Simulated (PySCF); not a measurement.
Ligand exchange on a metal centre used in film growth or etching (Hf Cl-F). All species are isolated molecules in the gas phase.

The HOMO from two functionals at the same geometries (r2SCAN-D4/def2-SVP), both in PySCF: PBE-D3(BJ)/def2-TZVP and TPSSh-D3(BJ)/def2-TZVP. 

```
species                                  TPSSh-D3(BJ)/def2-TZVP (eV)
---------------------------------------  ---------------------------
0 of 4 Cl replaced by F                                        -8.99
1 of 4 Cl replaced by F ([Hf(Cl)3(F)])                         -8.98
2 of 4 Cl replaced by F ([Hf(Cl)2(F)2])                        -9.07
3 of 4 Cl replaced by F ([Hf(Cl)(F)3])                         -9.24
4 of 4 Cl replaced by F ([Hf(F)4])                            -11.02
```

Task: What does PBE-D3(BJ)/def2-TZVP give for each?

Result: 
- 0 of 4 Cl replaced by F: -8.32
- 1 of 4 Cl replaced by F ([Hf(Cl)3(F)]): -8.31
- 2 of 4 Cl replaced by F ([Hf(Cl)2(F)2]): -8.40
- 3 of 4 Cl replaced by F ([Hf(Cl)(F)3]): -8.56
- 4 of 4 Cl replaced by F ([Hf(F)4]): -10.10
Over these rows, drawn at random from the members with no instability flagged (it was tested for open shells, ions and some series alone), PBE minus TPSSh-D3(BJ): mean +0.73 eV, from +0.67 eV to +0.92 eV.
